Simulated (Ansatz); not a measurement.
A trace of molecular dynamics of a periodic cell of 16 atoms, Fe (start crystal Fe, volume 1 times the crystal's).

Method: Ansatz 0.2.0, DFT PBE, scalar-relativistic, plane waves, PAW. Settings: cutoff 420 eV, k mesh 2x2x2, fermi-dirac smearing 0.1 eV, spin collinear.

| Property | Result |
| --- | --- |
| ensemble | NVE (velocity Verlet) |
| starting velocities drawn for | 1200 K |
| seed | 3 |

```
time (fs)  T (K)  potential energy less start (eV)  conserved less start (meV/atom)
      0.0   1200                             0.000                             0.00
     24.0    355                             1.642                             0.22
     48.0    342                             1.666                             0.15
     72.0    768                             0.840                             0.11
     96.0    726                             0.921                             0.13
    120.0    544                             1.275                             0.14
    144.0    462                             1.433                             0.15
    168.0    622                             1.123                             0.13
    192.0    727                             0.920                             0.11
    216.0    583                             1.198                             0.12
    240.0    457                             1.444                             0.15
    264.0    743                             0.888                             0.10
    288.0    572                             1.219                             0.11
    312.0    467                             1.424                             0.15
    336.0    822                             0.733                             0.07
    360.0    536                             1.289                             0.13
    384.0    381                             1.590                             0.15
    408.0    768                             0.839                             0.09
    432.0    765                             0.845                             0.08
    456.0    368                             1.616                             0.16
    480.0    599                             1.166                             0.08
    504.0    609                             1.149                             0.14
    528.0    839                             0.701                             0.06
    552.0    421                             1.512                             0.13
    576.0    362                             1.627                             0.16
    600.0    923                             0.538                             0.04
```

Question: Can this run be trusted? Judge the integration.

Answer: The conserved energy stayed within 0.25 meV per atom of its start (net change 0.042 meV per atom), so the integration is sound. The temperature averaged 0.49 of the 1200 K drawn at the start: a run that starts near a minimum puts about half its kinetic energy into the potential. A run of 0.6 ps of so small a system gives no equilibrium averages. Limits of this set-up: coarse k mesh. The time step was 2 fs.

Time of the run: 33 min on 8 CPU threads of a shared host.
